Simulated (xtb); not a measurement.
Harmonic IR lines of one isomer of C$_{6}$H$_{14}$B$_{2}$, unscaled. All values below come from GFN2-xTB run with xtb.

wavenumber (cm⁻¹): 715 (w), 816 (w), 825 (m), 836 (m), 864 (m), 878 (w), 907 (w), 922 (w), 1038 (w), 1083 (w), 1175 (w), 1215 (m), 2631 (s), 2662 (vs), 2845 (m), 2943 (m), 2955 (w), 2962 (m), 2971 (s), 2978 (s)

Task: Name which structure gives these lines.
A) `B[C@@H]1CCC[C@H](B)C1`
B) `B[C@H]1CC[C@H](B)CC1`
C) `B[C@@H]1CCCC[C@H]1B`
D) `BC1(B)CCCCC1`

Result: C, `B[C@@H]1CCCC[C@H]1B`
